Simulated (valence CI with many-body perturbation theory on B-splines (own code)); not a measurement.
## Run record, Pb X

Computed by relativistic CI+MBPT: five valence electrons over a frozen Dirac-Fock core [Xe] 4f14, radial functions for each j: 7 s, 7 p, 8 d, 6 f, 4 g, 1 h, with the one-electron correlation potential Σ1 (screened to all orders), the two-electron term Σ2, the three-electron term Σ3, Breit, model QED; selected single and double excitations, second order for the rest, scaled by the run's own slope (own B-spline code, finite nucleus).

Command, and the settings that its task file holds:

```sh
python run_cv.py task.json out
```

```
atom Pb  Z=82  mass_number=208  rms_radius_fm=5.5012
core [Xe] 4f14
valence 5d5
avg = 1
basis = M
beyond = 1
breit = 1
cap = 32000
capref = 2200
cscale = 1
de = 0.0
dress = 0
eps = 2e-08
extrap = 1
h = 0.27
hh = 1
l2 = 3
lcore = 6
maxit = 60
n2 = 5
natural = 1
nlev = 190
nno = [4, 4, 5, 4, 3, 1]
nroot = 40
nsp = [3, 3, 3, 2, 1, 0]
pt2 = 1
qed = 1
rpa = 1
s1 = 1
s2 = 1
s3 = 1
screen = 1
tol = 2e-05
whole = 1
```

**Question.** Roughly how long does this run take on one core of Intel(R) Xeon(R) Processor @ 2.30GHz, and how much memory?

**Answer.** 31 min on 1 thread of Intel(R) Xeon(R) Processor @ 2.30GHz, with other jobs on the host, peak memory 1.4 GiB.

Log. The first blocks belong to the next ion, which gives the ionisation energy. Fields: 2J, parity (1 odd), roots, reference size, generating configurations, candidates as configurations/state functions, variational space P, stored matrix elements, Davidson steps; e2 is the range of second-order energies in hartree. The first line gives the box (bohr), its intervals, the orbitals and the steps of their self-consistent field. Window is the range of levels sought, series limit the energy at which the first omitted orbital would enter, core excitation an estimate of the first excitation out of the core, left out the lowest levels not solved, and shifts from estimates the range by which levels moved from their first estimate, all in cm⁻¹.

```
rmax 12.5 intervals 62 orbitals 59 references ['5d5', '5d4 6s', '5d4 6p', '5d4 5f', '5d3 6s2'] scf 7 t 2.2
2J=0 par=0 roots 2 ref 7 generators 4 cand 2416/4473 P 1443/2717 nnz 1.5e+06 it 5
2J=0 par=0 roots 2 ref 7 generators 15 cand 14840/37497 P 2537/5450 nnz 3.4e+06 it 5
   second order: generators 38 cand 32989/88681 e2 -0.00006 -0.00004
reference levels 1723, estimated 829, window 509815 1/cm; series limit 972305, core excitation 488627
2J=5 par=0 roots 25 ref 100 generators 31 cand 42491/1083665 P 605/7284 nnz 8.7e+06 it 8
2J=5 par=0 roots 25 ref 100 generators 83 cand 73908/2056040 P 2358/31544 nnz 1.2e+08 it 9
   second order: generators 244 cand 149061/4756342 e2 -0.00858 -0.00201
2J=7 par=0 roots 21 ref 88 generators 28 cand 35906/1030089 P 494/6570 nnz 8.1e+06 it 7
2J=7 par=0 roots 21 ref 88 generators 84 cand 78498/2447427 P 2006/29643 nnz 1.1e+08 it 9
   second order: generators 232 cand 148082/5366375 e2 -0.01054 -0.00341
2J=3 par=0 roots 20 ref 84 generators 31 cand 37224/751062 P 660/6395 nnz 6.5e+06 it 9
2J=3 par=0 roots 20 ref 84 generators 89 cand 75082/1626000 P 2980/31990 nnz 1.2e+08 it 9
   second order: generators 236 cand 149601/3756888 e2 -0.00378 -0.00161
2J=11 par=0 roots 8 ref 40 generators 20 cand 26023/746574 P 579/6392 nnz 7.7e+06 it 8
2J=11 par=0 roots 8 ref 40 generators 50 cand 57375/1877342 P 2328/29772 nnz 1.1e+08 it 11
   second order: generators 170 cand 143821/5378960 e2 -0.00642 -0.00188
2J=9 par=0 roots 15 ref 68 generators 27 cand 40244/1081705 P 529/6381 nnz 7.6e+06 it 8
2J=9 par=0 roots 15 ref 68 generators 76 cand 70771/2133955 P 2310/29979 nnz 1.2e+08 it 8
   second order: generators 207 cand 140299/4519969 e2 -0.00752 -0.00300
2J=1 par=0 roots 14 ref 50 generators 31 cand 42178/456333 P 1112/6387 nnz 5.5e+06 it 8
2J=1 par=0 roots 14 ref 50 generators 88 cand 79276/943165 P 5234/31999 nnz 9.3e+07 it 9
   second order: generators 253 cand 159978/2086009 e2 -0.00179 -0.00043
2J=13 par=0 roots 4 ref 20 generators 12 cand 22388/552566 P 715/6394 nnz 6.9e+06 it 7
2J=13 par=0 roots 4 ref 20 generators 39 cand 52190/1451060 P 2881/31933 nnz 1.2e+08 it 9
   second order: generators 122 cand 122256/3866047 e2 -0.00314 -0.00117
2J=1 par=1 roots 15 ref 122 generators 23 cand 27618/298550 P 911/6399 nnz 5.4e+06 it 9
2J=1 par=1 roots 15 ref 122 generators 82 cand 71632/1018219 P 4097/31995 nnz 9.1e+07 it 11
   second order: generators 230 cand 162008/2430870 e2 -0.00210 -0.00068
2J=3 par=1 roots 26 ref 210 generators 26 cand 28343/627392 P 657/8090 nnz 1e+07 it 9
...
2J=11 par=1 roots 13 ref 130 generators 60 cand 57693/1789013 P 1761/27910 nnz 9.7e+07 it 12
   second order: generators 172 cand 146984/5254454 e2 -0.00565 -0.00396
2J=13 par=1 roots 7 ref 74 generators 15 cand 16396/289860 P 629/6381 nnz 7.2e+06 it 7
2J=13 par=1 roots 7 ref 74 generators 59 cand 64258/1687424 P 2434/30925 nnz 1e+08 it 11
   second order: generators 164 cand 145811/4484530 e2 -0.00818 -0.00280
2J=15 par=1 roots 3 ref 35 generators 13 cand 15327/247529 P 693/6367 nnz 7e+06 it 10
2J=15 par=1 roots 3 ref 35 generators 34 cand 45406/1142960 P 2698/31370 nnz 1.2e+08 it 11
   second order: generators 104 cand 109244/3090631 e2 -0.00256 -0.00138
left out: unestimated 630226, estimated 538939, shifts from estimates -438 to 397
operators 14.2
```

The Davidson iterations converged.

No measured spectrum was set against this ion. As an estimate, terms of the open shell hold to 2 to 4 % of their energy, and close levels can change places. Among the levels kept, up to 1100 cm⁻¹ of a level comes from second order outside the variational space, and about a tenth of that is noise between levels of different J, which matters for small intervals. Excitations out of the core, of the other parity, are not computed and may begin above about 48.5 eV (a cautious bound); beyond it only levels of the ground parity were kept, without lifetimes.

| Property | Result |
| --- | --- |
| Valence energy | -37.44703 hartree |
| Ionisation energy | 159.55 eV (NIST: 158 ± 2.2 eV (theoretical)) |
| Reference configurations for the orbitals | 5d5, 5d4 6s, 5d4 6p, 5d4 5f, 5d3 6s2 |
| Radial orbitals | 59 |
| Box radius | 12.46 bohr |
| Largest variational space | 31999 |
| Lowest levels | (5d3/2^4 5d5/2) J=5/2 [a] 0.0000, (5d3/2^4 5d5/2) J=5/2 [b] 2.546, (5d3/2^3 5d5/2^2) J=7/2 [a] 4.118, (5d3/2^3 5d5/2^2) J=3/2 [a] 4.287, (5d3/2^3 5d5/2^2) J=11/2 4.461, (5d3/2^3 5d5/2^2) J=9/2 4.822, (5d3/2^3 5d5/2^2) J=5/2 4.864, (5d3/2^3 5d5/2^2) J=1/2 5.227, (5d3/2^3 5d5/2^2) J=7/2 [b] 6.007, (5d3/2^2 5d5/2^3) J=5/2 [a] 6.396, (5d3/2^2 5d5/2^3) J=7/2 [a] 7.002, (5d3/2^2 5d5/2^3) J=11/2 7.182, (5d3/2^3 5d5/2^2) J=3/2 [b] 7.301, (5d3/2^2 5d5/2^3) J=1/2 [a] 7.500 eV |

Levels are named by their leading jj configuration (3d3/2^4 stands for four electrons in 3d with j = 3/2), which in mixed levels can hold well under half, so a name can repeat and another be missing. Letters in brackets count levels of one name in rising energy.
